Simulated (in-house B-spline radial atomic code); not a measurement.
Configurations of neutral terbium, with energies counted from [Xe] 4f9 6s2. Level of theory: scalar-relativistic (X2C) r2SCAN0, spin-polarised, spherical fractional occupations, exact exchange averaged over the configuration, Fermi nucleus of rms radius 5.06 fm; calculated with a radial B-spline atomic code at the basis-set limit. Shells without spins written out take the highest spin.

Occupations are held fixed; configurations that lie above the ionisation limit could autoionise.

| configuration | E - E(ref) (eV) | highest orbital | its <r> (bohr) |
| --- | --- | --- | --- |
| [Xe] 4f8 5d1 6s2 | -0.54527 | 5d up | 2.681 |
| [Xe] 4f8 6s2 7s1 | 3.4369 | 7s up | 9.289 |
| [Xe] 4f8 5f1 6s2 | 4.8278 | 5f up | 17.11 |
| [Xe] 4f8 6s2 7f1 | 5.3155 | 7f up | 44.4 |
| [Kr] 4d9 4f9 5s2 5p6 6s2 6d1 | 152.03 | 6d up | 10.75 |
| [Kr] 4d9 4f9 5s2 5p6 6s2 7d1 | 152.66 | 7d up | 20.9 |

Order these further configurations by energy, lowest first.
A. [Kr] 4d10 4f9 5s2 5p5 6s2 7s1
B. [Kr] 4d9 4f9 5s2 5p6 6s2 7s1
C. [Xe] 4f9 6s1 7d1
D. [Kr] 4d10 4f9 5s2 5p5 5f1 6s2
E. [Xe] 4f8 6s2 7d1

C (4.7065 eV), E (4.8425 eV), A (27.065 eV), D (28.451 eV), B (151.26 eV).

How far above the reference does [Xe] 4f9 5f1 6s1 lie?

4.634 eV; its least bound orbital is 5f up with <r> = 17.21 bohr.

Is the reference the lowest configuration at this level of theory?

No: [Xe] 4f8 5d1 6s2 lies 0.5453 eV lower with this functional.
